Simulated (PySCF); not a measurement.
Species: C8H8N (charge +1).
SMILES: `C[c+]1cc1-n1cccc1`

Vertical excitations from PySCF (density fitting, frozen core in the response, grid level 2 and gas phase unless stated; continuum runs use non-equilibrium linear response for the excitations) on a GFN2-xTB geometry. Reference run:

| settings | S1, eV (f) | S2, eV (f) | S3, eV (f) | S4, eV (f) | S5, eV (f) | S6, eV (f) | T1, eV (Tamm–Dancoff) | mean α (au) |
| --- | --- | --- | --- | --- | --- | --- | --- | --- |
| PBE0/def2-SVPD, full TDDFT, 6 singlets | 3.95 (0.006) | 4.17 (0.004) | 5.43 (0.026) | 5.72 (0.500) | 6.57 (0.000) | 6.97 (0.001) | 2.96 | 92.5 |

Question: What do these settings give: BHandHLYP/cc-pVDZ, full TDDFT, 6 singlets?

Answer: 
```json
{"settings": "BHandHLYP/cc-pVDZ, full TDDFT, 6 singlets", "S1, eV (f)": "4.58 (0.019)", "S2, eV (f)": "5.33 (0.001)", "S3, eV (f)": "6.15 (0.600)", "S4, eV (f)": "6.38 (0.077)", "S5, eV (f)": "7.49 (0.001)", "S6, eV (f)": "7.59 (0.000)", "T1, eV (Tamm–Dancoff)": "–", "mean α (au)": "83.4"}
```

S1 moves by +0.63 eV; functional and basis change together, so the shift can't be laid on one. States are counted by energy in each run and needn't keep their character from row to row.

Question: Which orbital pairs make up S1 in each run, and how does it sit against the orbital gap?

Answer: 
```tsv
settings	S1 configurations (weight)	S1 (eV)	orbital gap (eV)	S1 − gap (eV)
PBE0/def2-SVPD, full TDDFT, 6 singlets	H→L 0.84, H→L+1 0.15	3.95	4.94	-0.99
BHandHLYP/cc-pVDZ, full TDDFT, 6 singlets	H→L 0.70, H→L+1 0.29	4.58	7.02	-2.44
```

The values belong to the conformer `[CH3:1][c+:2]1[cH:3][c:4]1-[n:5]1[cH:6][cH:7][cH:8][cH:9]1`: C3–C4–N5–C6 180°.
